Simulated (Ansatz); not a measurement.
Consider the silylene loss: `[SiH3][GeH3]` → GeH₄ + `[SiH2]`.

Isolated molecules relaxed with PBE0-D4/def2-TZVP in Ansatz; ΔE leaves out vibrations. CCSD(T)/CBS adds triple-zeta CCSD(T) − MP2 to the extrapolated MP2 energy (def2 sets, frozen cores). This one scheme is used for every species. DFT in def2-TZVPP. For Ge outer-core shells are correlated without core-valence functions, which leaves a few kJ/mol of doubt a bond. Scalar relativity is left out up to krypton.

`[SiH3][GeH3]`:

Z-matrix (Å, degrees):
```
Si
Ge 1 2.378
H 1 1.487 2 110.1
H 1 1.487 2 110.1 3 -120.0
H 1 1.487 2 110.1 3 120.0
H 2 1.538 1 110.6 3 179.7
H 2 1.538 1 110.6 3 -60.3
H 2 1.538 1 110.6 3 59.7
```

GeH₄:

Z-matrix (Å, degrees):
```
Ge
H 1 1.534
H 1 1.534 2 109.5
H 1 1.534 2 109.5 3 -120.0
H 1 1.534 2 109.5 3 120.0
```

`[SiH2]`:

Z-matrix (Å, degrees):
```
Si
H 1 1.525
H 1 1.525 2 91.2
```

(1) Is it downhill or uphill in electronic energy at CCSD(T)/CBS, and by how much? (Estimate.)

(2) What do these levels give: r2SCAN0-D4, r2SCAN, HF/def2-SVP, CCSD/def2-TZVPP, MP2/def2-QZVPP, HF/CBS(def2)? (Best estimate.)

Largest T1 diagnostic among the species: 0.014.

## Answers

(1) Ansatz gave: Uphill: ΔE = +253.8 kJ/mol.

(2) Computed: r2SCAN0-D4 276.5, r2SCAN 273.8, HF/def2-SVP 223.4, CCSD/def2-TZVPP 241.6, MP2/def2-QZVPP 267.0, HF/CBS(def2) 228.6 kJ/mol.

At CCSD(T), def2-SVP lies −21.0 kJ/mol from the extrapolated value and def2-TZVPP −7.8 kJ/mol. In def2-TZVPP, CCSD(T) changes the Hartree–Fock value by +17.2 kJ/mol (the triples alone add +4.4 kJ/mol) and MP2 by +33.8 kJ/mol.
